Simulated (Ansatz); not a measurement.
A nudged elastic band was laid between two geometries of ClF₂H₄HfNO (10 atoms, charge 0, multiplicity 1).

The calculation used RKS PBE-D4/def2-SVP (Ansatz).

```json
{
 "movable images": "9",
 "climbing image": "yes",
 "spring": "5.0 eV/Å²",
 "optimiser": "quadratic models (default)",
 "start path": "through a guess of the saddle point",
 "force threshold": "0.05 eV/Å",
 "iteration limit": "60",
 "end points": "relaxed"
}
```

First end point:

```xyz
10
Properties=species:S:1:pos:R:3
Hf -0.080 -0.144 0.183
Cl 0.460 -0.335 2.526
O 1.677 -0.277 -0.590
H 2.550 -0.343 -0.996
F -0.611 1.602 -0.471
F -0.940 -1.662 -0.662
N -2.353 0.031 1.098
H -2.964 -0.728 0.764
H -2.807 0.918 0.837
H -2.351 -0.015 2.127
```

Last end point:

```xyz
10
Properties=species:S:1:pos:R:3
Hf -0.236 0.660 0.046
Cl -0.226 1.800 2.166
O 0.656 -1.083 -0.026
H 1.510 -1.362 -0.394
F 1.084 1.701 -0.902
F -1.727 0.896 -1.170
N -1.921 -0.719 1.144
H -2.191 -1.517 0.551
H -2.789 -0.213 1.369
H -1.578 -1.117 2.030
```

Q: What changes between the two ends?

A: No bond is made or broken.

Q: Give the energies along the band, and the barrier.

A: The run converged. The highest image is number 5 of 0 to 10, 0.268 eV above the first end and 0.256 eV above the last; the last end lies 0.012 eV above the first. A vibrational analysis at the climbing image gives one clearly imaginary mode, 65i cm⁻¹: a first-order saddle point.

```json
{"image": "0", "path coordinate (Å)": "0.00", "energy (eV)": "0.000"}
{"image": "1", "path coordinate (Å)": "0.52", "energy (eV)": "0.021"}
{"image": "2", "path coordinate (Å)": "1.05", "energy (eV)": "0.082"}
{"image": "3", "path coordinate (Å)": "1.57", "energy (eV)": "0.165"}
{"image": "4", "path coordinate (Å)": "2.10", "energy (eV)": "0.239"}
{"image": "5", "path coordinate (Å)": "2.64", "energy (eV)": "0.268"}
{"image": "6", "path coordinate (Å)": "3.24", "energy (eV)": "0.241"}
{"image": "7", "path coordinate (Å)": "3.85", "energy (eV)": "0.183"}
{"image": "8", "path coordinate (Å)": "4.46", "energy (eV)": "0.108"}
{"image": "9", "path coordinate (Å)": "5.07", "energy (eV)": "0.040"}
{"image": "10", "path coordinate (Å)": "5.69", "energy (eV)": "0.012"}
```

Q: What is the geometry of the highest image?

A: 
```xyz
10
Properties=species:S:1:pos:R:3:forces:R:3
Hf -0.152 0.324 0.091 0.00 -0.01 -0.01
Cl 0.263 0.871 2.444 -0.01 0.00 0.00
O 1.511 -0.592 -0.260 -0.01 0.00 -0.01
H 2.040 -1.122 -0.872 0.00 0.00 0.01
F -0.213 2.076 -0.696 0.00 0.00 0.00
F -1.229 -0.639 -1.232 0.00 0.00 0.00
N -2.165 -0.394 1.208 0.02 -0.01 0.01
H -2.512 -1.294 0.845 0.00 0.02 0.00
H -2.930 0.282 1.061 -0.01 -0.01 -0.01
H -2.030 -0.464 2.227 0.00 0.00 0.01
```

Q: What are the harmonic wavenumbers there?

A: 65i, 53, 89, 130, 142, 162, 175, 196, 238, 254, 310, 344, 535, 580, 615, 643, 692, 1161, 1559, 1581, 3366, 3484, 3499, 3854 cm⁻¹.

The run took 4.6 min on 4 threads of Arm Neoverse V1 (shared host), peak memory 0.2 GiB.
